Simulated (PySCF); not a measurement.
Atom-mapped SMILES (the numbers label the heavy atoms): `[N:1]#[C:2][c:3]1[cH:4][cH:5][cH:6][o:7]1` (H(Xn): hydrogen on atom n).

Theoretical values (PySCF 2.14): geometry from PBE0-D3(BJ)/def2-TZVP, NMR shieldings at B97-2/pcSseg-2/GIAO. Relativity neglected, one computed conformer, in vacuum.

Chemical shifts δ = σref − σ; TMS for $^{13}$C, $^{1}$H; $^{15}$N against NH3; $^{17}$O vs H2O, all at this level.

```json
{"atoms": "H(C6)", "nucleus": "$^{1}$H", "count": "1", "δ (ppm)": "?"}
{"atoms": "H(C5)", "nucleus": "$^{1}$H", "count": "1", "δ (ppm)": "6.68"}
{"atoms": "O7", "nucleus": "$^{17}$O", "count": "1", "δ (ppm)": "308.3"}
{"atoms": "C4", "nucleus": "$^{13}$C", "count": "1", "δ (ppm)": "129.3"}
{"atoms": "H(C4)", "nucleus": "$^{1}$H", "count": "1", "δ (ppm)": "?"}
{"atoms": "C3", "nucleus": "$^{13}$C", "count": "1", "δ (ppm)": "134.5"}
{"atoms": "C6", "nucleus": "$^{13}$C", "count": "1", "δ (ppm)": "153.2"}
{"atoms": "C2", "nucleus": "$^{13}$C", "count": "1", "δ (ppm)": "?"}
{"atoms": "N1", "nucleus": "$^{15}$N", "count": "1", "δ (ppm)": "318.9"}
{"atoms": "C5", "nucleus": "$^{13}$C", "count": "1", "δ (ppm)": "117.4"}
```

Problem. Complete the table.

Solution. 
- C2: 117.6 ppm, nitrile carbon; typical of a nitrile
- H(C6): 7.64 ppm, hydrogen on an aromatic CH next to the ring oxygen; aromatic region
- H(C4): 7.22 ppm, hydrogen on an aromatic CH; aromatic region

Shifts are as computed. Against solution values, carbons near 30 ppm lie about +3 ppm off and those near 130 ppm about +7 ppm. Of 1211 compounds with measured shifts, 218 miss one by over three times the rms of a fit or turn the order of signals round; such compounds aren't used in these exercises. Unscaled 17O shifts of doubly bonded oxygen tend to come out too high, by tens of ppm or more. Experimental scales use liquid or dissolved standards, which lie at an offset from isolated NH3 (liquid NH3: subtract about 20 ppm) and H2O (liquid H2O: subtract about 36 ppm). Unscaled 15N shifts of sp2 nitrogen come out 20 to 40 ppm too high even then.
